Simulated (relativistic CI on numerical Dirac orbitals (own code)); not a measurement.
## One change at a time: Hf²⁺

Base calculation: Dirac-Coulomb-Breit CI, separate exchange-only KLI orbitals for each configuration, model QED, valence Slater integrals scaled by 0.85, P86 correlation energy added to each configuration.

CI space (outside the closed core [Xe]): 4f¹⁴5d², 4f¹⁴6s², 4f¹⁴5d6p, 4f¹⁴6s6p, 4f¹⁴5d5f, 4f¹⁴5d5g, 4f¹⁴5d6d, 4f¹⁴5d7s, 4f¹⁴5d7p, 4f¹⁴6p², 4f¹⁴6s7s, 4f¹⁴5f², 4f¹⁴5d7d, 4f¹³5d³, 4f¹⁴5d6f, 4f¹⁴5f6s. Levels of other configurations are missing.

The lowest level and the first level of each name with at least 55 % of one term (blank where a level has no safe partner in the second run):

| Level | Base (cm⁻¹) | Shift (cm⁻¹) |
| --- | --- | --- |
| 4f¹⁴5d² ³F2 | 0.0 | 0.0 |
| 4f¹⁴5d² ³F3 | 2206.6 | +96.2 |
| 4f¹⁴5d² ³F4 | 4513.0 | +179.9 |
| 4f¹⁴5d² ¹D2 | 8648.2 | +98.2 |
| 4f¹⁴5d² ³P0 | 8815.2 | +38.7 |
| 4f¹⁴5d² ³P1 | 10012.4 | +107.3 |
| 4f¹⁴5d² ³P2 | 12406.4 | +216.6 |
| 4f¹⁴5d² ¹G4 | 13638.0 | +156.6 |
| 4f¹⁴6s² ¹S0 | 13949.4 | -61.1 |
| 4f¹⁴5d² ¹S0 | 31054.0 | +127.7 |
| 4f¹⁴5d6p ³F°2 | 43037.4 | -154.6 |
| 4f¹⁴6s6p ³P°0 | 48296.4 | -189.0 |
| 4f¹⁴5d6p ³F°3 | 48380.1 | -35.0 |
| 4f¹⁴5d6p ³D°2 | 50300.3 | -58.5 |

Correlation outside the listed configurations is missing or only estimated: errors of thousands of cm⁻¹ between configurations and terms are usual at this charge. Rates and lifetimes follow the computed energies and can be off by large factors. The fine structure of a lone outer electron comes out too small, for d and f at times inverted, and misplaced configurations move strength between like terms.

(1) One thing was changed in a second run, which moved the levels as shown. Which?
A. no correlation estimate
B. configuration mixing switched off
C. QED terms removed
D. one mean potential for all configurations
E. self-excluded LDA correlation estimate
F. Breit term removed

Results:

(1) F. Breit term removed. The Breit term mainly narrows fine-structure intervals, so removing it widens them.

LS names give the leading component of a level, which can be under half, so a name can repeat, a term be missing and a line seem to break the LS rules.
